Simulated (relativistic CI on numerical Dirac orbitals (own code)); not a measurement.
What each ingredient does to the levels of Co VII

Base calculation: Dirac-Coulomb-Breit CI, KLI orbitals optimised for each configuration, QED by a radiative potential, unscaled Slater integrals.

Configurations in the expansion (outside the closed core [Ne]): 3s2.3p6.3d3, 3s2.3p5.3d4, 3s2.3p6.3d2.4s, 3s2.3p6.3d2.4p, 3s.3p6.3d4, 3s2.3p6.3d2.4d, 3s2.3p6.3d2.5s, 3s2.3p6.3d2.4f, 3s2.3p6.3d2.5p, 3s2.3p6.3d2.5d, 3s2.3p6.3d2.5f, 3s2.3p6.3d2.5g, 3s2.3p6.3d.4s.4p, 3s2.3p6.3d.4s2, 3s2.3p6.4s2.4p, 3s2.3p6.4s2.4d, 3s2.3p6.4s2.5s, 3p6.3d5, 3p5.3d6. Double excitations out of closed p, d and f shells are left out; levels of such configurations are missing from the list, as are those of other unlisted configurations, and high levels can miss mixing partners.

Variants: (1) one mean potential for all configurations; (2) only the first 3 configurations. Shifts of the energy above 3s2.3p6.3d3 4F_3/2, in cm⁻¹, for the lowest level and the first level of each name with at least 55 % of one term (blank where a level changes its place among those of its configuration and J or its character, or is not in the variant):

| Level | Base | Δ(1) | Δ(2) | Measured |
| --- | --- | --- | --- | --- |
| 3s2.3p6.3d3 4F_3/2 | 0.0 | 0.0 | 0.0 | 0.0 |
| 3s2.3p6.3d3 4F_5/2 | 680.8 | -10.6 | +1.2 | 698.0 |
| 3s2.3p6.3d3 4F_7/2 | 1579.7 | -24.3 | +5.6 | 1610.0 |
| 3s2.3p6.3d3 4F_9/2 | 2656.8 | -40.3 | +14.6 | 2723.0 |
| 3s2.3p6.3d3 4P_1/2 | 23572.4 | -27.6 | +1860.9 | 21096.0 |
| 3s2.3p6.3d3 4P_3/2 | 23843.1 | -28.8 | +1842.0 | 21304.0 |
| 3s2.3p6.3d3 4P_5/2 | 24732.0 | -43.9 | +1876.7 | 22187.0 |
| 3s2.3p6.3d3 2G_7/2 | 25497.8 | -27.1 | +687.1 |  |
| 3s2.3p6.3d3 2G_9/2 | 26407.5 | -38.2 | +655.1 |  |
| 3s2.3p6.3d3 2P_1/2 | 33922.4 | -34.4 | +653.0 |  |
| 3s2.3p6.3d3 2H_9/2 | 35175.0 | -18.3 | -481.9 |  |
| 3s2.3p6.3d3 2H_11/2 | 35791.7 | -25.1 | -512.5 |  |
| 3s2.3p6.3d3 2D_5/2 | 36158.3 | -62.6 | +2398.7 |  |
| 3s2.3p6.3d3 2F_7/2 | 57557.8 | -37.9 | +1786.9 |  |

At this charge configurations can still be misplaced by up to about 7 % of their energy. Terms inside the open d or f shell come out 10 to 20 % too wide with unscaled integrals. 20 of the 24 excited levels that our extract of the measured tables holds in this range could be paired (the sources list more); they are missed by 2129 cm⁻¹ on average and 5717 at most, and levels without a partner can miss by more. Some levels of the ground configuration have no partner and can miss by 10 % or more.

Measured levels: Sugar and Corliss, J. Phys. Chem. Ref. Data 10, 1097 (1981).

Ionisation energy from the two ground configurations alone: base 128.179 eV. The NIST ASD value (semi-empirical) is 128.9 eV.

LS names give the leading component of a level, which can be under half, so a name can repeat, a term be missing and a line seem to break the LS rules.
